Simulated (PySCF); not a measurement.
Compound: C6H11OSi (doublet state).
Cartesian coordinates in Å at the GFN2-xTB level; atoms count from 1:
```xyz
19
C6H11OSi angstrom
C      0.4303    1.8642    0.4375
C      0.4546    0.5432    0.3466
O      1.5910   -0.1630    0.1262
Si     3.1382    0.2335   -0.1617
C     -0.7206   -0.3845    0.4393
C     -2.1484    0.1679    0.6326
C     -2.5342   -0.5104   -0.6274
C     -1.1664   -1.0000   -0.9154
H     -0.4775    2.4080    0.6122
H      1.3340    2.4395    0.3435
H      3.6828   -1.1012   -0.3546
H      3.2531    1.0799   -1.3514
H      3.7277    0.9357    0.9800
H     -0.4760   -1.1628    1.1655
H     -2.2265    1.2576    0.6106
H     -2.6591   -0.1723    1.5398
H     -3.4888   -0.7689   -1.0385
H     -0.6801   -0.5430   -1.7839
H     -1.0437   -2.0836   -1.0085
```

The hyperfine couplings belong to this conformer and change with its torsions.

Identity: `C=C(O[SiH3])C1C[CH]C1` [radical].

The calculation used PySCF 2.14.0, UKS B3LYP, pcH-1 on C H O Si, non-relativistic, mean-field spin-orbit, GIAO. Geometry: GFN2-xTB, one conformer, isolated molecule. GFN2-xTB frequencies show an imaginary mode (37i cm⁻¹), so this geometry is no minimum at that level. Couplings are sensitive to structure, and on GFN2-xTB geometries they can be far from those on DFT ones. Stability of the SCF solution: not tested.

Q: Give the principal g shifts and their parts.

A: 
| Δg (ppm) | 1 | 2 | 3 |
| --- | --- | --- | --- |
| relativistic mass correction | -136 | -136 | -136 |
| gauge correction | 1 | 11 | 22 |
| orbital Zeeman/spin–orbit | -27 | 690 | 786 |
| total | -162 | 565 | 672 |

So g = 2.00216, 2.00288, 2.00299 and g_iso = 2.00268; the tensor is close to axial: the two nearest values differ by 13 % of g3 − g1. Axes: g3 points within 5° of the C7–H17 bond.

Q: How much does each term add to the isotropic shift?

A: The orbital-Zeeman/spin–orbit term 483, the mass correction -136 and the gauge correction 11 ppm, for a total of 358 ppm. The orbital-Zeeman/spin–orbit term is the largest in size. The mass correction is the same along every axis, so the anisotropy comes from the other two: their spans along these axes are 21 (gauge) and 813 ppm (orbital Zeeman/spin–orbit).

Q: What effective moment and Curie constant follow for a powder?

A: With the mean of g² = 4.0107 and S(S+1) = 0.75: μ_eff = √(⟨g²⟩S(S+1)) = 1.734 μB and χT = 0.12505·⟨g²⟩·S(S+1) = 0.376 cm³ K/mol (cgs; spin-Hamiltonian part alone).

Q: In a frozen sample, at which fields do the three g values resonate at 9.5, 34, 94 and 263 GHz (hyperfine left aside), and which band first spreads them over more than twice a line width of 0.5 mT?

A: 
| band | GHz | B(g3) mT | B(g2) mT | B(g1) mT | spread mT |
| --- | --- | --- | --- | --- | --- |
| X | 9.5 | 338.87 | 338.89 | 339.01 | 0.14 |
| Q | 34.0 | 1212.80 | 1212.86 | 1213.30 | 0.51 |
| W | 94.0 | 3353.03 | 3353.21 | 3354.43 | 1.40 |
| J | 263.0 | 9381.35 | 9381.85 | 9385.25 | 3.91 |

The spread grows in proportion to the frequency. W band is the first where it exceeds 1.0 mT.

The largest Mulliken spin populations are on C7 (+1.01), C8 (-0.09) and C6 (-0.09). C7 is the only atom above +0.15. The positive populations add up to 1.22 and the negative ones to -0.22, together 2S = 1. The angles at C7 add up to 358.3°, so it is nearly planar; its axial dipolar tensor and the negative coupling of its proton fit spin in a p orbital normal to that plane.

The HOMO–LUMO gaps are 5.42 eV among the α and 5.23 eV among the β orbitals.
